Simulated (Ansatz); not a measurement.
`CC1(F)[SiH2][SiH2]1`, charge 0, multiplicity 1.

Problem. Give a relaxed structure at PBE0-D4/def2-TZVP (the Gaussian-basis code of Ansatz). (An estimate is asked.)

Solution. The calculation gave: 
```xyz
12

C     1.027   -0.027   -1.173
C    -0.316    0.088   -0.504
F    -1.315    0.305   -1.443
Si   -0.382    1.094    1.133
Si   -0.675   -1.145    0.927
H     1.815   -0.198   -0.433
H     1.043   -0.864   -1.876
H     1.272    0.891   -1.715
H    -1.608    1.901    1.337
H     0.865    1.781    1.549
H     0.345   -2.191    1.184
H    -2.071   -1.635    1.013
```
Point group Cs.
This is one stationary point; other conformers may exist.
